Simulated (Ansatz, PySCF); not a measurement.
Process, species as SMILES: F[Si]F -> F[Si]F as doublet, charge -1 (an electron is taken up)
Structures are relaxed separately at B3LYP-D3(BJ)/def2-TZVP in Ansatz (an electronic-structure program). Unstable Hartree-Fock reference: F[Si]F. A spin state is the lowest found, not a proven ground state.
Geometry of the first species:
```
Si
F 1 1.6090
F 1 1.6090 2 100.76
```

Quantity: adiabatic electron affinity (0 K, with B3LYP-D3(BJ) harmonic zero-point energies from PySCF), positive where the reaction releases energy, in eV. Cores are frozen in the correlated levels unless marked. Open shells are spin-unrestricted. Spin-orbit coupling is left out. Non-relativistic. Anions need diffuse functions: aug- sets have them; def2-D sets add few; the other sets have none. CBS marks a two-point X^-3 extrapolation of the correlation energy; Hartree-Fock from the larger set. [CCSD(T)-MP2]/basis is that difference in the basis named.

```json
[
 {"level": "BLYP/def2-TZVPD", "program": "Ansatz", "adiabatic electron affinity (eV)": "0.21"},
 {"level": "PBE0/6-31G*", "program": "Ansatz", "adiabatic electron affinity (eV)": "…"},
 {"level": "PBE0/def2-QZVPP", "program": "Ansatz", "adiabatic electron affinity (eV)": "0.31"},
 {"level": "PW6B95-D3(BJ)/def2-TZVPD", "program": "PySCF + dftd3", "adiabatic electron affinity (eV)": "…"},
 {"level": "MN15-D3(BJ)/def2-TZVPD", "program": "PySCF + dftd3", "adiabatic electron affinity (eV)": "0.14"},
 {"level": "HSE06/def2-TZVPD", "program": "Ansatz", "adiabatic electron affinity (eV)": "0.33"},
 {"level": "RI-MP2/CBS(aug-cc-pV(T+d)Z,aug-cc-pV(Q+d)Z)+[CCSD(T)-MP2]/aug-cc-pV(T+d)Z", "program": "Ansatz", "adiabatic electron affinity (eV)": "…"}
]
```

Q: What belongs in the gaps?

A: 
- PBE0/6-31G*, adiabatic electron affinity (eV): -0.20
- PW6B95-D3(BJ)/def2-TZVPD, adiabatic electron affinity (eV): 0.24
- RI-MP2/CBS(aug-cc-pV(T+d)Z,aug-cc-pV(Q+d)Z)+[CCSD(T)-MP2]/aug-cc-pV(T+d)Z, adiabatic electron affinity (eV): 0.27
